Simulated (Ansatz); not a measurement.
A structure relaxed at PBE0-D4/def2-SVPD in Ansatz, charge -1, doublet:

```xyz
6

Nb    0.9391    0.2811   -1.2440
Nb   -0.5728   -0.9640    0.5443
O     0.5188    0.0635    1.8592
O    -2.2894   -0.8708    0.3619
O     1.4071    0.1682    0.7265
O    -0.0028    1.3221   -2.2479
```

(1) Give its formula.

(2) Summarise the bond lengths by kind (pairs closer than 1.2 times the sum of covalent radii, bridged metal pairs left out).

## Answers

(1) Nb₂O₄⁻.

(2) 5 × Nb–O 1.73 to 2.29 Å; 1 × O–O 1.44 Å.

In the def2 sets Nb takes a core potential; there is no spin–orbit coupling. The structure holds 1 bond(s) between oxygen atoms. The charge -1 doublet is spin-contaminated (final ⟨S²⟩ up to 1.55, 0.75 for a pure state). The relaxation made no stability test and no search for a lower SCF solution. No other spin state of charge -1 was run. Another isomer (doublet) lies 4.99 eV lower at PBE0-D4/def2-TZVPD; other spin states weren't run for this one.
